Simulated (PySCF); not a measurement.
SMILES C[SiH2]C[SiH2]Cl, PBE0/def2-SVP optimised geometry.

```
14

Si    -1.73     0.26     0.00
Cl    -2.45     2.21     0.00
C      0.13     0.26     0.00
Si     0.97    -1.43     0.00
C      0.62    -2.39     1.57
H     -2.28    -0.41     1.22
H     -2.27    -0.41    -1.22
H      0.47     0.82    -0.89
H      0.48     0.83     0.88
H      2.45    -1.23    -0.16
H      0.50    -2.21    -1.19
H     -0.45    -2.60     1.69
H      1.15    -3.36     1.56
H      0.96    -1.83     2.46
```

Density from PBE0/def2-TZVP (PySCF) at that geometry.

Minimum of the electron density along straight lines between bonded atoms, close to the bond critical point (lines longer than 1.1 times the sum of covalent radii, or with two minima, are not listed):

```csv
bond,length / Å,ρ at the minimum / e bohr⁻³,∇²ρ there / e bohr⁻⁵,position (fraction from the first atom)
Si1–Cl2,2.079,?,?,0.36
Si1–C3,1.865,0.122,0.18,0.39
C3–Si4,1.892,0.114,0.18,0.61
Si4–C5,1.879,0.120,0.18,0.39
Si1–H6,1.491,0.122,0.14,0.49
Si1–H7,1.491,0.122,0.14,0.49
C3–H8,1.104,0.262,-0.83,0.64
C3–H9,1.104,0.262,-0.83,0.64
Si4–H10,1.497,0.119,?,0.49
Si4–H11,1.498,0.118,0.14,0.49
C5–H12,1.101,0.266,-0.87,0.64
C5–H13,1.101,0.266,-0.87,0.64
C5–H14,1.101,0.266,-0.87,0.64
```

### Question
Some entries are withheld; supply them.

### Answer

- Si1–Cl2, ρ at the minimum / e bohr⁻³: 0.094
- Si1–Cl2, ∇²ρ there / e bohr⁻⁵: 0.21
- Si4–H10, ∇²ρ there / e bohr⁻⁵: 0.15
